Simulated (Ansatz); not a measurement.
Cartesian coordinates (Å):
SMILES: CC(C)S
```xyz
12

C     -1.3180    -0.1193     0.1937
C      0.0039     0.0626    -0.5430
C      1.1593    -0.6450     0.1550
S      0.3754     1.8368    -0.8561
H     -1.2592     0.3049     1.1986
H     -1.5544    -1.1823     0.2927
H     -2.1355     0.3711    -0.3329
H     -0.0960    -0.3333    -1.5570
H      1.3078    -0.2401     1.1586
H      2.0895    -0.5253    -0.3988
H      0.9467    -1.7130     0.2534
H      0.4728     2.2000     0.4349
```
Charge 0, multiplicity 1.

The numbers are results of Ansatz (a program for electronic structure) with frozen-core CCSD(T)/cc-pVTZ // B3LYP-D3(BJ)/def2-TZVP, not measurements.

```json
{
 "HF energy": "-515.85352 Ha",
 "MP2 correlation energy": "-0.71567 Ha"
}
```

Problem. Estimate the CCSD correlation energy, the (T) correction, the total energy and the T1 diagnostic.

Solution. 
```yaml
CCSD correlation energy: -0.76766 Ha
"(T) correction": -0.03137 Ha
CCSD(T) total energy: -516.65255 Ha
T1 diagnostic: 0.009
```
